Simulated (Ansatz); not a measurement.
C2H6O2Si (SMILES CC(=O)O[SiH3]), singlet, at a GFN2-xTB geometry; Ansatz (an electronic-structure program) with CAM-B3LYP/pcseg-1.

Here is a job for Ansatz.
Ansatz 0.2 input:
```yaml
crystal:
  periodic: [false, false, false]
  atoms:
    - {symbol: Si, position_ang: [1.69151750, 0.14487754, 0.37210190]}
    - {symbol: O, position_ang: [0.06135818, -0.02061820, 0.66131800]}
    - {symbol: C, position_ang: [-0.83545267, -0.06627476, -0.31601705]}
    - {symbol: C, position_ang: [-2.24148274, -0.21942054, 0.19392820]}
    - {symbol: O, position_ang: [-0.52500535, 0.00929365, -1.47405473]}
    - {symbol: H, position_ang: [1.92855506, 1.40954653, -0.31274785]}
    - {symbol: H, position_ang: [2.13434936, 0.13130406, 1.75901810]}
    - {symbol: H, position_ang: [2.15563276, -0.99503734, -0.40878523]}
    - {symbol: H, position_ang: [-2.93768019, -0.25192019, -0.63848500]}
    - {symbol: H, position_ang: [-2.47834733, 0.61693392, 0.84797256]}
    - {symbol: H, position_ang: [-2.31296476, -1.13434442, 0.77802773]}
basis:
  gaussian:
    orbitals: pcseg-1.json
hamiltonian:
  xc: cam_b3lyp
```
The basis file holds pcseg-1 in the JSON format of the Basis Set Exchange.

Output, abridged:

```
Functional definition: CAM-B3LYP
1150 factors; their error is unknown
309 factors; integrals over basis functions are off by at most 1.7e-5 eV
mean field evaluation 1: about -14134.6947 eV, gradient 5.8e1 eV
mean field evaluation 2: about -14133.0363 eV, gradient 6.8e1 eV
mean field evaluation 4: about -14140.8053 eV, gradient 3.0e0 eV
mean field evaluation 8: about -14140.8224 eV, gradient 3.4e-2 eV
mean field evaluation 16: about -14140.8703 eV, gradient 6.1e-5 eV
mean field -14140.87033405 eV, -519.6673997501 hartree, gradient 6.1e-5 eV, S^2 0.000000; 0 other end points of the search recorded, 0 dependent functions left out
reference -14140.87046871 eV, -519.6674046989 hartree; 24, 24 occupied and 80, 80 virtual orbitals, 1150 factors
Total energy: -14140.87046871 eV, -519.6674046989 hartree
```
